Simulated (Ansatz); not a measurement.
Z-matrix (Å, degrees):
```
Hf
F 1 1.884
Cl 1 2.329 2 109.3
Br 1 2.488 2 109.6 3 121.7
F 1 1.884 2 108.1 3 -118.9
```

Total charge 0; spin multiplicity 1. Hf takes the def2 core potential.

(1) List the ωB97M-V/def2-TZVPP orbital energies in eV (Ansatz). (Best estimate.)

Answers

(1) Computed: Occupied: -13157.11, -2772.33, -1709.44, -1537.61, -1537.59, -1537.59, -677.95, -677.95, -262.75, -242.29, -200.16, -200.12, -200.12, -181.89, -181.83, -181.82, -75.28, -75.26, -75.26, -75.20, -75.20, -73.07, -42.04, -41.70, -41.27, -35.30, -34.86, -25.73, -24.43, -16.15, -16.02, -15.62, -15.56, -15.40, -14.95, -13.51, -12.66, -12.48, -12.39, -11.53, -11.43. Lowest empty: 0.36, 0.59, 0.67, 0.95, 1.39, 1.52, 3.85, 4.14.
